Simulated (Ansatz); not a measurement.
Single points on the cluster Cu3H3.

```yaml
crystal:
  periodic: [false, false, false]
  atoms:
    - {symbol: Cu, position_ang: [1.253992, 0.066760, -0.041667]}
    - {symbol: Cu, position_ang: [-0.805653, 1.075502, -0.567260]}
    - {symbol: Cu, position_ang: [-0.634239, -1.141611, 0.602808]}
    - {symbol: H, position_ang: [0.846857, 1.439601, -0.763662]}
    - {symbol: H, position_ang: [1.057007, -1.347013, 0.706549]}
    - {symbol: H, position_ang: [-1.717964, -0.093240, 0.063232]}
basis:
  gaussian: {orbitals: def2-TZVP, initial_orbitals: start.molden}
hamiltonian: {xc: pbe0, dispersion: d4}
scf: {omitted_lower_state_checks: [starts]}
output: {orbitals: {seedname: orbitals}}
```

The file start.molden holds the orbitals of an earlier run on this structure, at another level or in another basis.

```sh
$ ansatz run in.yaml --threads 4 --pin off --events-out ev --progress --plain --max-ram 3916MiB
```

Output, abridged:

```
Functional definition: PBE0
1563 factors; integrals over basis functions are off by at most 8.7e-4 eV
mean field evaluation 1: about -133949.9670 eV, gradient 1.4e2 eV
mean field evaluation 2: about -133952.1957 eV, gradient 5.3e0 eV
mean field evaluation 4: about -133952.5955 eV, gradient 6.7e-1 eV
mean field evaluation 8: about -133952.5973 eV, gradient 2.1e-5 eV
mean field -133952.59733552 eV, -4922.6671557487 hartree, gradient 2.1e-5 eV, S^2 0.000000; 0 other end points of the search recorded, 0 dependent functions left out
reference -133952.59737374 eV, -4922.6671571534 hartree; 45, 45 occupied and 108, 108 virtual orbitals, 1563 factors
Total energy: -133952.73158192 eV, -4922.6720892130 hartree
Checks for a lower state left out: starts
```

Run time 2.5 s (4 threads of Arm Neoverse V2 on a shared host).

First input, but with `hamiltonian: {xc: r2scan, dispersion: d4}` (abridged; 3.3 s):

```
Functional definition: r2SCAN
mean field -133971.92142458 eV, -4923.3773029234 hartree, gradient 2.1e-5 eV, S^2 0.000000
Total energy: -133971.95312516 eV, -4923.3784678981 hartree
Checks for a lower state left out: starts
```

As the first input, with `hamiltonian: {xc: pbe, dispersion: d4}` (abridged; 1.4 s):

```
Functional definition: PBE
mean field -133953.02138106 eV, -4922.6827391348 hartree, gradient 2.3e-5 eV, S^2 0.000000
Total energy: -133953.18141461 eV, -4922.6886202595 hartree
Checks for a lower state left out: starts
```

Geometry: r2SCAN-D4/def2-SVP, that of the charge +1 doublet.

The structure comes from a short search, and lower isomers may exist.
